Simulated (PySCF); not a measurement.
C₅H₅, SMILES [CH]1C=CC=C1, multiplicity 2.

Coordinates come from a PBE0-D3(BJ)/def2-SVP optimisation. The isomer is the one that the SMILES or the coordinates give; other isomers of the formula were not compared.

Level of theory: TDA-PBE0/def2-SVPD in PySCF.

Vertical excitations. The molecule is in vacuum.

| state | energy (eV) | λ (nm) | f | main pairs |
|---|---|---|---|---|
| root 1 | 1.04 | 1195 | 0.000 | β HOMO→LUMO 98 % |
| root 2 | 4.33 | 286 | 0.017 | α HOMO→LUMO 22 %, α HOMO−1→LUMO+2 7 %, β HOMO−1→LUMO 66 % |
| root 3 | 4.98 | 249 | 0.000 | β HOMO−2→LUMO 98 % |
| root 4 | 5.07 | 245 | 0.000 | β HOMO−3→LUMO 98 % |
| root 5 | 5.20 | 238 | 0.001 | β HOMO−4→LUMO 98 % |
| root 6 | 5.52 | 225 | 0.001 | α HOMO→LUMO+2 62 %, β HOMO→LUMO+5 32 % |
| root 7 | 5.66 | 219 | 0.004 | α HOMO→LUMO 38 %, α HOMO−1→LUMO+2 15 %, β HOMO→LUMO+4 30 %, β HOMO−1→LUMO 13 % |
| root 8 | 5.89 | 211 | 0.000 | β HOMO−5→LUMO 98 % |
| root 9 | 6.35 | 195 | 0.000 | α HOMO→LUMO+1 11 %, β HOMO→LUMO+1 87 % |
| root 10 | 6.48 | 191 | 0.000 | α HOMO→LUMO+1 87 %, β HOMO→LUMO+1 12 % |
Unrestricted roots are not spin-pure.
